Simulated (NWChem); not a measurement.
System: PbH2O, singlet; SMILES [OH][PbH]

NWChem input:

```
start job
memory heap 200 mb stack 900 mb global 1100 mb
geometry units angstroms noautoz
  Pb     0.067343    -0.196899     0.000000
  H     -1.836332    -0.298316     0.000000
  O      0.108320     1.943294     0.000000
  H     -0.809738     2.279798     0.000000
end
basis spherical
  Pb library def2-svp
  H library def2-svp
  O library def2-svp
end
ecp
  Pb library def2-ecp
end
dft
  xc m05-2x
  iterations 150
  mulliken
end
task dft energy
```

NWChem printed, in part:

```
             Northwest Computational Chemistry Package (NWChem) 7.3.0
             --------------------------------------------------------

 CS  symmetry detected

                             Geometry "geometry" -> ""
                             -------------------------

 Output coordinates in angstroms (scale by  1.889725989 to convert to a.u.)

  No.       Tag          Charge          X              Y              Z
 ---- ---------------- ---------- -------------- -------------- --------------
    1 Pb                  82.0000     0.02591385    -0.21201483     0.00000000
    2 H                    1.0000    -1.87810742    -0.30670864     0.00000000
    3 O                    8.0000     0.07444839     1.92802012     0.00000000
    4 H                    1.0000    -0.84241557     2.26776401     0.00000000

 Effective nuclear repulsion energy (a.u.)     207.3946991140

      Symmetry information
      --------------------

 Group name             Cs
 Group number              2
 Group order               2
 No. of unique centers     4

                                 NWChem DFT Module
                                 -----------------

 Summary of "ao basis" -> "ao basis" (spherical)
 ------------------------------------------------------------------------------
       Tag                 Description            Shells   Functions and Types
 ---------------- ------------------------------  ------  ---------------------
 Pb                         def2-svp                10       26   4s4p2d
 H                          def2-svp                 3        5   2s1p
 O                          def2-svp                 6       14   3s2p1d

      Symmetry analysis of basis
      --------------------------

        a'         36
        a"         14

            General Information
            -------------------
          SCF calculation type: DFT
          Wavefunction type:  closed shell.
          No. of atoms     :     4
          No. of electrons :    32
           Alpha electrons :    16
            Beta electrons :    16
          Charge           :     0
          Spin multiplicity:     1
          Use of symmetry is: on ; symmetry adaption is: on
          Maximum number of iterations: 150
          AO basis - number of functions:    50
                     number of shells:    22
          Convergence on energy requested:  1.00D-06
          Convergence on density requested:  1.00D-05
          Convergence on gradient requested:  5.00D-04

              XC Information
              --------------
                       M05-2X Method XC Functional
                     Hartree-Fock (Exact) Exchange  0.560
                M05-2X metaGGA Exchange Functional  0.440
                      M05-2X Correlation Potential  1.000

             Grid Information
             ----------------
          Grid used for XC integration:  medium
          Radial quadrature: Mura-Knowles
          Angular quadrature: Lebedev.
          Tag              B.-S. Rad. Rad. Pts. Rad. Cut. Ang. Pts.
          ---              ---------- --------- --------- ---------
          Pb                  1.80      123           9.0       590
          H                   0.35       45          10.0       434
          O                   0.60       49           8.0       434
          Grid pruning is: on
          Number of quadrature shells:   262
          Spatial weights used:  Erf1

      Superposition of Atomic Density Guess
      -------------------------------------

 Sum of atomic energies:        -295.04980516

      Non-variational initial energy
      ------------------------------

 Total energy =    -267.436904
 1-e energy   =    -559.247070
 2-e energy   =     231.816331
 HOMO         =      -0.252175
 LUMO         =      -0.056290

      Symmetry analysis of molecular orbitals - initial
      -------------------------------------------------

  Numbering of irreducible representations:

     1 a'          2 a"

  Orbital symmetries:

     1 a'          2 a'          3 a'          4 a'          5 a"
     6 a'          7 a'          8 a'          9 a"         10 a'
    11 a"         12 a'         13 a'         14 a"         15 a'
    16 a'         17 a"         18 a'         19 a'         20 a'
    21 a'         22 a'         23 a"         24 a'         25 a"
    26 a'

     ---------------------------------------------
      Total Density - Mulliken Population Analysis
     ---------------------------------------------

    Atom       Charge   Shell Charges
 -----------   ------   -------------------------------------------------------
    1 Pb  22    20.97   2.99 -0.95  1.19  0.69  3.37  2.62  0.59  0.42  9.74  0.31
    2 H    1     1.31   0.69  0.62  0.01
    3 O    8     9.05   1.99  1.12  0.71  3.12  2.10  0.00
    4 H    1     0.67   0.53  0.08  0.06

   convergence    iter        energy       DeltaE   RMS-Dens  Diis-err
 ---------------- ----- ----------------- --------- --------- ---------
 d= 0,ls=0.0,diis     1   -269.0090268353 -3.29D+02  3.10D-02  6.72D-01
 d= 0,ls=0.0,diis     2   -268.7513087981  2.58D-01  1.82D-02  3.10D+00
 d= 0,ls=0.0,diis     3   -269.0987432890 -3.47D-01  1.65D-03  5.55D-03
 d= 0,ls=0.0,diis     4   -269.0996061066 -8.63D-04  6.14D-04  2.75D-04
 d= 0,ls=0.0,diis     5   -269.0996605882 -5.45D-05  1.30D-04  1.19D-05
  Resetting Diis
 d= 0,ls=0.0,diis     6   -269.0996652741 -4.69D-06  4.89D-05  2.18D-06
 d= 0,ls=0.0,diis     7   -269.0996659139 -6.40D-07  1.81D-05  2.61D-07
 d= 0,ls=0.0,diis     8   -269.0996659929 -7.90D-08  6.70D-06  2.92D-07

         Total DFT energy =     -269.099665992942
      One electron energy =     -560.956470032457
           Coulomb energy =      257.113124127654
    Exchange-Corr. energy =      -25.250154101044
 Nuclear repulsion energy =       59.993834012905

 Numeric. integr. density =       31.999995943638

                  Occupations of the irreducible representations
                  ----------------------------------------------

[...]
```

Level: M05-2X/def2-SVP with def2 effective core potentials on Pb. Low-valent species are run as closed-shell singlets; no triplet was tried in these runs. The geometry was optimised at PBE-D3(BJ)/def2-SVP. def2 effective core potentials on Pb; no spin-orbit coupling.
